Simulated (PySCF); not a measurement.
Isomers of C7H12BF. Computed, not measured: PySCF, TDDFT PBE0/def2-SVPD, vertical, gas phase, core orbitals frozen in the response. Geometries: PBE0-D3(BJ)/def2-SVP; one conformer of each isolated species. Triplets are in the Tamm–Dancoff approximation. 'Strongest' means the level of largest summed f among the lowest 10 singlets; it needn't be the same kind of state in each.

**Question.** Rank by computed lowest triplet energy, lowest first.
A. `F[C@@H]1C(=C)C[C@H]1B(C)C`
B. `C=CC[C@@H]1CBC[C@@H]1F`
C. `C=C[C@@H]1BC[C@@H](F)[C@@H]1C`
D. `B[C@@H]1[C@@H](F)[C@H]2C[C@@H]1[C@@H]2C`

**Answer.** C (3.70 eV), A (4.15 eV), B (4.31 eV), D (4.87 eV).

| SMILES | T1 (eV) | f (S1) | first f ≥ 0.01 (nm) | HOMO (eV) | f (strongest) | S1 mainly |
| --- | --- | --- | --- | --- | --- | --- |
| C=C[C@@H]1BC[C@@H](F)[C@@H]1C | 3.70 | 0.141 | 233 | -7.44 | 0.14 | H→L (85%) |
| C=C1C[C@@H](B(C)C)[C@@H]1F | 4.15 | 0.001 | 187 | -7.37 | 0.30 | H→L (74%) |
| C=CC[C@@H]1CBC[C@@H]1F | 4.31 | 0.001 | 177 | -7.39 | 0.37 | H→L (87%) |
| B[C@@H]1[C@@H](F)[C@H]2C[C@@H]1[C@@H]2C | 4.87 | 0.001 | 205 | -8.43 | 0.02 | H→L (88%) |

H and L stand for HOMO and LUMO.

- `C=C[C@@H]1BC[C@@H](F)[C@@H]1C`: Löwdin shares by element: HOMO carbon 67% or more, boron 13% (atoms not listed hold the other 20%); LUMO carbon 47% or more, boron 26% (atoms not listed hold the other 27%).
- `C=C1C[C@@H](B(C)C)[C@@H]1F`: Löwdin shares by element: HOMO carbon 80% or more (atoms not listed hold the other 20%); LUMO boron 40%, carbon 34% or more (atoms not listed hold the other 26%).
- `C=CC[C@@H]1CBC[C@@H]1F`: Löwdin shares by element: HOMO carbon 82% or more (atoms not listed hold the other 18%); LUMO boron 49%, carbon 25% or more, hydrogen 10% or more (atoms not listed hold the other 16%).
- `B[C@@H]1[C@@H](F)[C@H]2C[C@@H]1[C@@H]2C`: Löwdin shares by element: HOMO carbon 25% or more, boron 13%, fluorine 13% (atoms not listed hold the other 49%); LUMO boron 52%, hydrogen 20% or more, carbon 12% or more (atoms not listed hold the other 15%).
